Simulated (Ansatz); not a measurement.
**Pulling the pair apart**

The pair of K⁺ (SMILES [K+], atom 1) and PH$_{3}$ (SMILES P, atoms 2–5), both closed shells, in one local arrangement (a lower one may exist), relaxed at PBE0-D4/def2-TZVP:

| atom | x (Å) | y (Å) | z (Å) |
| --- | --- | --- | --- |
| K1 | 0.0382 | -0.0025 | -3.1017 |
| P2 | -0.0024 | 0.0001 | 0.2376 |
| H3 | -0.5235 | 1.1048 | 0.9470 |
| H4 | 1.2000 | -0.1081 | 0.9709 |
| H5 | -0.7121 | -0.9944 | 0.9463 |

PH$_{3}$ is shifted rigidly along the line between the mean atom positions of the two fragments (negative: closer). Counterpoise interaction energies in kJ/mol. Ansatz 0.2.0; basis: def2-TZVPPD; cores frozen in the correlated methods. The outer core shell of Li, Na, Mg and K is correlated. The def2 sets are not built for correlating such inner shells, so the correlated values are less sure here.

| shift (Å) | wB97M-V | HF | r2SCAN-D4 |
| --- | --- | --- | --- |
| -0.33 | -37.3 | -27.2 | -37.8 |
| -0.17 | -44.7 | -38.3 | -45.4 |
| 0.00 | -46.9 | -42.9 | -47.7 |
| 0.17 | -46.0 | -43.7 | -46.9 |
| 0.40 | -42.2 | -41.4 | -43.6 |
| 0.83 | -33.1 | -33.7 | -35.3 |
| 1.67 | -19.5 | -20.8 | -21.5 |
| 3.34 | -8.2 | -9.2 | -9.3 |

Question: What does CCSD(T) give at these shifts? (To be estimated.)

Answer: Computed: -33.0, -41.5, -44.3, -43.8, -40.4, -31.9, -19.1, -8.3 kJ/mol. For zero shift, CCSD(T) at an estimated basis limit (MP2 extrapolated from triple and quadruple zeta, plus CCSD(T) − MP2 in triple zeta) gives -48.5 kJ/mol. These are counterpoise interaction energies, counted from the two frozen fragments.

The T1 diagnostic stays at or below 0.010.

For scale, one of the runs: CCSD(T)/def2-TZVPPD, 135 basis functions, launched by `ansatz run in.yaml --threads 2 --pin off --events-out ev --progress --plain --max-ram 5222MiB`. Time: 4.4 s of wall clock on 2 CPU threads of an Intel Xeon 6975P-C; the host was shared. Peak host memory: 0.8 GiB.
